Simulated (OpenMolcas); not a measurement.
Ir4+: effect of the metal basis

Ir4+ with its 6 nearest fluoride ions at 1.889 Å, on the Ge site of Cs2GeF6 (a = 9.021 Å, distance in the model lattice 1.804 Å). The rest of the host is ab initio model potentials to 7.6 Å and point charges beyond; the distance is set by hand and nothing relaxes.

| Property | Result |
| --- | --- |
| Program | OpenMolcas |
| Method | CASSCF |
| Spin-orbit coupling | state interaction with AMFI integrals over the reference wave functions |

Fixed: ligand basis ANO-RCC-VDZP, active space 5 electrons in 5 orbitals (5d), DKH2 Hamiltonian.

States (labels of O, the rotations of Oh). Energies in cm-1 above the lowest state or level, χT in cm3 K/mol; under a threefold ground state the first gap can be a small split of the lowest multiplet, not the spin-orbit step; 10Dq and B are least-squares fits to the states below 45000 cm-1, weighted by degeneracy, with a free offset, and given where the rms deviation is under 5 % of |10Dq| (or 100 cm-1) and under 700 cm-1.

| Run | Metal basis | Ground state | First state of that spin | 10Dq | B (rms of fit) | First gap with spin-orbit (degeneracies) | χT at 300 K | First state of another spin | Cost |
| --- | --- | --- | --- | --- | --- | --- | --- | --- | --- |
| A | ANO-RCC-VDZP | 2T2 | 33772 | 37539 | 711 (356) | 7564 (2, 4) | 0.406 | 2S+1 = 4: 24180 | roughly 40 core-seconds |
| B | ANO-RCC-VTZP | 2T2 | 2T1 33306 | 37141 | 717 (304) | 7493 (2, 4) | 0.412 | 2S+1 = 4: 23539 | roughly 90 core-seconds |

Against A, |10Dq| changes by -1.1 % in B.

Costs are those of the RASSCF and RASSI steps.

An orbital triplet at a regular site is open to Jahn-Teller coupling, which can distort the site and quench the lowest spin-orbit gaps and is left out. Without dynamic correlation the repulsion within the d shell is too large (B by tens of per cent), so at a given field states of lower spin stand too high. With metal d orbitals alone the field can be off either way by tens of per cent. Ligand-to-metal charge-transfer states are missing. With no ligand orbital active B as a rule stays too high, so bands that hang on it stand too high and its fall with covalency is understated. The least metal-like active orbital is 70 % on the metal (Löwdin) and no ligand orbital is active, so the numbers are rough (holds for A). The least metal-like active orbital is 71 % on the metal (Löwdin) and no ligand orbital is active, so the numbers are rough (holds for B). No measured value stands beside these numbers; the geometry was set by hand and not optimised.

A state without a sure symmetry label is named by its multiplicity alone.
